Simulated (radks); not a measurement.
The numbers below are computed, except where a source is named.
Effect of the nuclear size on the oxygen ion O+, [He] 2s2 2p3. Level of theory: Dirac Kohn-Sham, exchange-only LDA, spin-unpolarised, spherical densities, finite nucleus; open shells fill j = l - 1/2 first; Fermi nuclear charge, rms radius 2.6991 fm (a radial shooting solver on a logarithmic mesh with Libxc functionals). The rms radius is varied about that value; shifts are against it.

rms radius (fm)  total energy shift (eV)  density at nucleus (e/bohr^3)  1s1/2 shift (meV)
2.189                          -0.000130                          318.6             -0.051
2.5587                        -0.0000383                          318.3             -0.015
2.6991                                 0                          318.2              0.000
2.8233                         0.0000355                          318.2              0.014
3.2605                          0.000173                            318              0.068

Slopes of the eigenvalues against <r^2> in GHz/fm^2, as finite differences over the two radii next to the reference (eigenvalue slopes, not the field-shift constants of lines): 1s1/2 4.91.
